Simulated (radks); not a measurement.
Values are calculated unless marked as measured or tabulated.
The lithium anion Li-, [He] 2s2, held by a Watson sphere: a shell of charge +1 at radius R that stands for the Madelung well of a crystal (potential energy -1/R inside, -1/r outside, in hartree with lengths in bohr). Level of theory: non-relativistic Kohn-Sham, LDA (Slater exchange, Perdew-Wang correlation), spin-polarised, spherical densities, point nucleus (a radial shooting solver on a logarithmic mesh with Libxc functionals). Response by self-consistent Sternheimer equations with the Hartree and adiabatic LDA kernel. The sphere does not respond.

R (bohr),e(1s) (eV),e(2s) (eV),<r> 2s (bohr),sum of <r^2> (bohr^2),X-ray form factor at sin(theta)/lambda = 0.3 1/angstrom,alpha (bohr^3)
2.23,-51.888,-4.483,3.302,26.65,1.466,92.42
2.24,-51.856,-4.478,3.306,26.70,1.466,92.69
2.26,-51.795,-4.469,3.312,26.80,1.466,93.25
3.35,-50.088,-3.919,3.714,33.21,1.484,134.0
3.91,-49.790,-3.636,3.917,36.85,1.489,161.9
3.95,-49.774,-3.617,3.931,37.11,1.490,164.1
